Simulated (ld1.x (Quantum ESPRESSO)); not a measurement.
# Reading a pseudo-wave (Cl (Z = 17))

Columns: radius, all-electron u(r) and pseudo u(r) of the 3s shell (level -20.74 eV) of chlorine in the configuration [Ne] 3s2 3p5; PW91, scalar-relativistic, RRKJ scheme, ld1.x (Quantum ESPRESSO) 7.5.

| r (bohr) | all-electron | pseudo |
| --- | --- | --- |
| 0.062 | 0.2182 | 0.0157 |
| 0.125 | -0.0192 | 0.0326 |
| 0.188 | -0.2660 | 0.0516 |
| 0.250 | -0.4051 | 0.0741 |
| 0.312 | -0.4357 | 0.1022 |
| 0.375 | -0.3814 | 0.1384 |
| 0.438 | -0.2710 | 0.1840 |
| 0.500 | -0.1322 | 0.2390 |
| 0.562 | 0.0182 | 0.3035 |
| 0.625 | 0.1702 | 0.3770 |
| 0.688 | 0.3127 | 0.4556 |
| 0.750 | 0.4389 | 0.5341 |
| 0.812 | 0.5489 | 0.6099 |
| 0.875 | 0.6433 | 0.6804 |
| 0.938 | 0.7204 | 0.7417 |
| 1.000 | 0.7803 | 0.7915 |
| 1.062 | 0.8254 | 0.8303 |
| 1.125 | 0.8574 | 0.8589 |
| 1.188 | 0.8770 | 0.8772 |
| 1.250 | 0.8859 | 0.8859 |
| 1.312 | 0.8860 | 0.8860 |
| 1.375 | 0.8784 | 0.8784 |
| 1.438 | 0.8644 | 0.8644 |
| 1.500 | 0.8456 | 0.8456 |
| 1.562 | 0.8229 | 0.8229 |
| 1.625 | 0.7967 | 0.7967 |

How many radial nodes do the two functions have?

The all-electron 3s function has n − l − 1 = 2; the pseudo-wave has 0, since the states of the same l below it are removed with the core.

At about which radius was the pseudo-wave matched?

1.25 bohr, where the columns begin to agree (steps of 0.06 bohr).

Is the pseudo-wave norm-conserving?

Yes: the RRKJ scheme keeps the norm inside the radius equal to the all-electron one, which fixes the energy derivative of the logarithmic derivative at the level.
